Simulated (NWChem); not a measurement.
System: C3H9ClGe; SMILES [CH3][Ge]([CH3])([CH3])[Cl]

Results from NWChem. Medium grid unless said otherwise, to which SCAN and Minnesota functionals are sensitive. Geometry: optimised at PBE0/def2-SVP. Total energies of different functionals are on different scales.

```json
[
 {"level": "B3LYP/def2-SVP", "energy (Ha)": "-2656.5794", "highest occupied level (eV)": "-7.63", "orbital gap (eV)": "8.61", "dipole (D)": "2.67"},
 {"level": "PBE/def2-SVP", "energy (Ha)": "-2655.8314", "highest occupied level (eV)": "-6.55", "orbital gap (eV)": "6.83", "dipole (D)": "2.64"},
 {"level": "BLYP/def2-SVP", "energy (Ha)": "-2656.4675", "highest occupied level (eV)": "?", "orbital gap (eV)": "?", "dipole (D)": "?"},
 {"level": "TPSS/def2-SVP", "energy (Ha)": "-2656.5432", "highest occupied level (eV)": "-6.71", "orbital gap (eV)": "7.10", "dipole (D)": "2.72"},
 {"level": "MPW1K/def2-SVP", "energy (Ha)": "-2656.6665", "highest occupied level (eV)": "-8.99", "orbital gap (eV)": "10.84", "dipole (D)": "2.87"},
 {"level": "BHandHLYP/def2-SVP", "energy (Ha)": "-2656.4164", "highest occupied level (eV)": "-9.16", "orbital gap (eV)": "11.10", "dipole (D)": "2.79"},
 {"level": "M06/def2-SVP", "energy (Ha)": "-2656.3465", "highest occupied level (eV)": "-7.84", "orbital gap (eV)": "8.96", "dipole (D)": "2.72"},
 {"level": "MN15-L/def2-SVP", "energy (Ha)": "-2656.3023", "highest occupied level (eV)": "-7.23", "orbital gap (eV)": "8.02", "dipole (D)": "2.77"},
 {"level": "PW6B95/def2-SVP", "energy (Ha)": "-2658.0212", "highest occupied level (eV)": "-8.00", "orbital gap (eV)": "9.27", "dipole (D)": "2.73"},
 {"level": "Hartree-Fock/def2-SVP", "energy (Ha)": "-2653.2920", "highest occupied level (eV)": "-11.15", "orbital gap (eV)": "15.18", "dipole (D)": "2.93"},
 {"level": "B97-D/def2-SVP", "energy (Ha)": "-2657.4997", "highest occupied level (eV)": "-6.55", "orbital gap (eV)": "6.88", "dipole (D)": "2.70"}
]
```

Complete the blanks.


- BLYP/def2-SVP, highest occupied level (eV): -6.33
- BLYP/def2-SVP, orbital gap (eV): 6.77
- BLYP/def2-SVP, dipole (D): 2.55
